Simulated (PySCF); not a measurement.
**Steps of a relaxation of [Yb(H2O)4]3+**

[Yb(H2O)4]3+ (singlet in the valence; each metal's 4f electrons, 13 of them, lie in its core potential, out of spins and levels; a saddle point, relaxed within its symmetry). PySCF 2.14.0, RKS B3LYP, Yb lcecp-1-SVP with ECP59, O def2-SVP, H def2-SVP; non-relativistic Hamiltonian with scalar-relativistic core potentials where named; density fitting; no spin-orbit coupling. Origin of the start: template. Columns: position (Å) and force (eV/Å). Energies are counted from the last step; some of the 7 steps are shown. Forces carry noise of the integration grid, about 0.01 to 0.03 eV/Å.

Run from Python with OMP_NUM_THREADS=2. Where DIIS fails, smearing, a level shift and second-order steps follow.
It took 45 s on 2 threads of Intel(R) Xeon(R) Platinum 8488C (Sapphire Rapids), on a shared host, from the converged density of the start.

```xyz
13
step 0  E = 0.499 eV
Yb    0.0000    0.0000    0.0000     0.00    0.00    0.00
O     1.3842    1.3842    1.3842    -1.29   -1.21   -1.21
H     1.7248    1.1804    2.2693     0.29   -0.15    0.67
H     1.7248    2.2693    1.1804     0.29    0.67   -0.15
O    -1.3842   -1.3842    1.3842     1.29    1.21   -1.21
H    -1.7248   -1.1804    2.2693    -0.29    0.15    0.67
H    -1.7248   -2.2693    1.1804    -0.29   -0.67   -0.15
O     1.3842   -1.3842   -1.3842    -1.29    1.21    1.21
H     1.7248   -2.2693   -1.1804     0.29   -0.67    0.15
H     1.7248   -1.1804   -2.2693     0.29    0.15   -0.67
O    -1.3842    1.3842   -1.3842     1.29   -1.21    1.21
H    -1.7248    2.2693   -1.1804    -0.29    0.67    0.15
H    -1.7248    1.1804   -2.2693    -0.29   -0.15   -0.67
```

```xyz
13
step 2  E = 0.056 eV
Yb    0.0000    0.0000    0.0000     0.00    0.00    0.00
O     1.3098    1.3108    1.3108     0.13    0.24    0.24
H     1.6694    1.1286    2.2240    -0.18   -0.05   -0.41
H     1.6694    2.2240    1.1286    -0.18   -0.41   -0.05
O    -1.3098   -1.3108    1.3108    -0.13   -0.24    0.24
H    -1.6694   -1.1286    2.2240     0.18    0.05   -0.41
H    -1.6694   -2.2240    1.1286     0.18    0.41   -0.05
O     1.3098   -1.3108   -1.3108     0.13   -0.24   -0.24
H     1.6694   -2.2240   -1.1286    -0.18    0.41    0.05
H     1.6694   -1.1286   -2.2240    -0.18    0.05    0.41
O    -1.3098    1.3108   -1.3108    -0.13    0.24   -0.24
H    -1.6694    2.2240   -1.1286     0.18   -0.41    0.05
H    -1.6694    1.1286   -2.2240     0.18   -0.05    0.41
```

```xyz
13
step 4  E = 0.003 eV
Yb    0.0000    0.0000    0.0000     0.00    0.00    0.00
O     1.2751    1.2882    1.2882     0.05    0.08    0.08
H     1.6415    1.0918    2.1849     0.00   -0.03    0.01
H     1.6415    2.1849    1.0918     0.00    0.01   -0.03
O    -1.2751   -1.2882    1.2882    -0.05   -0.08    0.08
H    -1.6415   -1.0918    2.1849     0.00    0.03    0.01
H    -1.6415   -2.1849    1.0918     0.00   -0.01   -0.03
O     1.2751   -1.2882   -1.2882     0.05   -0.08   -0.08
H     1.6415   -2.1849   -1.0918     0.00   -0.01    0.03
H     1.6415   -1.0918   -2.1849     0.00    0.03   -0.01
O    -1.2751    1.2882   -1.2882    -0.05    0.08   -0.08
H    -1.6415    2.1849   -1.0918     0.00    0.01    0.03
H    -1.6415    1.0918   -2.1849     0.00   -0.03   -0.01
```

Question: Where does the relaxation end?

Answer: It converges at step 6 in D2d:
```xyz
13
step 6  E = 0
Yb    0.0000    0.0000    0.0000
O     1.2787    1.2952    1.2952
H     1.6491    1.0932    2.1890
H     1.6491    2.1890    1.0932
O    -1.2787   -1.2952    1.2952
H    -1.6491   -1.0932    2.1890
H    -1.6491   -2.1890    1.0932
O     1.2787   -1.2952   -1.2952
H     1.6491   -2.1890   -1.0932
H     1.6491   -1.0932   -2.1890
O    -1.2787    1.2952   -1.2952
H    -1.6491    2.1890   -1.0932
H    -1.6491    1.0932   -2.1890
```

Question: How did the contacts change?

Answer: 
| contact | start (Å) | end (Å) |
| --- | --- | --- |
| Yb1–O2 (H2O) | 2.398 | 2.234 |
| Yb1–O5 (H2O) | 2.398 | 2.234 |
| Yb1–O8 (H2O) | 2.398 | 2.234 |
| Yb1–O11 (H2O) | 2.398 | 2.234 |


An lcecp potential fixes the number of 4f electrons, so in runs with it no electron can move into or out of that shell.
